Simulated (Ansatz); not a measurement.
One elementary step

Start structure (SiH4BrClO, singlet), relaxed at PBE0-D4/def2-TZVP:

```
atom    x (Å)    y (Å)    z (Å)
 Si1  -0.6933  -0.7149   0.5752
 Br2   1.4825  -0.8421   1.1243
  H3  -0.8451  -1.6307  -0.5766
  H4  -1.4644  -1.1383   1.7575
  O5  -1.1168   0.8172   0.2387
  H6   1.8493   0.7337  -0.8423
 Cl7   1.4478   1.5122  -1.7930
  H8  -0.6599   1.2629  -0.4836
```

The step: SiH₃BrO ([OH][SiH2][Br]) + HCl → SiH₃ClO ([OH][SiH2][Cl]) + HBr; bonds formed: Si1–Cl7, Br2–H6; bonds broken: Si1–Br2, H6–Cl7. Program: Ansatz 0.2.0. Basis: def2-TZVPP and def2-QZVPP. Cores are frozen in the correlated methods. Filled d shells of the heavier atoms are correlated. The def2 sets are not built for correlating such inner shells, so the correlated values are less sure here. Extrapolation: Hartree–Fock as exp(−7.88 √X), correlation as X^−2.97. Energies below are by CCSD(T) at an estimated basis limit (MP2 extrapolated from triple and quadruple zeta, plus CCSD(T) − MP2 in triple zeta).

Q: What are the electronic barrier and the energy of the step, from the start structure to the end structure? (To be estimated.)

A: The calculation gives: Barrier 156.0 kJ/mol; step energy 5.8 kJ/mol (uphill); reverse barrier, their difference, 150.2 kJ/mol. Barrier and step energy count from the start structure, the reverse barrier from the end structure.

The saddle point: One imaginary mode of 416i cm⁻¹.
| pair | start (Å) | saddle (Å) | end (Å) |
| --- | --- | --- | --- |
| Si1–Cl7 | 3.89 | 2.45 | 2.07 |
| Br2–H6 | 2.55 | 1.66 | 1.43 |
| Si1–Br2 | 2.25 | 2.64 | 4.03 |
| H6–Cl7 | 1.29 | 1.56 | 2.55 |

Zero-point energy (harmonic, PBE0-D4): ZPE is 108.3 kJ/mol at the start and 102.4 kJ/mol at the saddle, so the barrier goes from 156.0 to 150.1 kJ/mol.

No T1 diagnostic of these runs exceeds 0.011.

Labels in which every atom is bracketed show which atoms are joined, not bond orders.

For scale, one of the runs: CCSD(T)/def2-TZVPP, 219 basis functions, launched by `ansatz run in.yaml --threads 4 --pin off --events-out ev --progress --plain --max-ram 9574MiB`. Hardware: 4 CPU threads of an Arm Neoverse V1, shared host. Wall time 2.1 min; peak host memory 3.2 GiB.
